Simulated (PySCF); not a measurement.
Molecule: `N#CC1CCCCC1`, C₇H₁₁N.

Geometry:
```
atom   x (Å)   y (Å)   z (Å)
  N1   2.486   0.693  -1.734
  C2   2.018   0.555  -0.684
  C3   1.400   0.374   0.632
  C4   0.321   1.444   0.876
  C5  -0.884   1.247  -0.036
  C6  -1.463  -0.158   0.097
  C7  -0.402  -1.226  -0.152
  C8   0.805  -1.039   0.760
  H9   2.207   0.497   1.374
 H10   0.010   1.360   1.931
 H11   0.752   2.449   0.749
 H12  -1.651   2.004   0.192
 H13  -0.577   1.421  -1.083
 H14  -1.876  -0.286   1.114
 H15  -2.307  -0.290  -0.599
 H16  -0.071  -1.178  -1.204
 H17  -0.825  -2.233  -0.006
 H18   1.579  -1.793   0.551
 H19   0.503  -1.173   1.813
```

Geometry PBE0-D3(BJ)/def2-SVP throughout; GIAO in PySCF 2.14, gas phase, one conformer, non-relativistic; equivalent atoms averaged; functional PBE0.

For orientation, def2-TZVP gives these absolute shieldings σ: C2 60.0, C3 157.4, C4/C8 154.5, C5/C7 161.9, H9 28.81, H11/H18 29.60, H15 29.74, H12/H17 29.95, H14 30.33 ppm.

A run gave: C2 75.0, C3 166.4, C4/C8 164.1, C5/C7 170.9, H9 28.62, H11/H18 29.43, H15 29.58, H12/H17 29.77, H14 30.20 ppm (absolute shieldings σ).

Question: Which basis set was used in that run?
A. 6-311+G(2d,p)
B. aug-cc-pVDZ
C. pcSseg-1
D. 6-31G

Answer: B. C5/C7 tells them apart best: aug-cc-pVDZ gives 170.9, 6-31G gives 176.6, pcSseg-1 gives 160.4, 6-311+G(2d,p) gives 162.5 ppm.
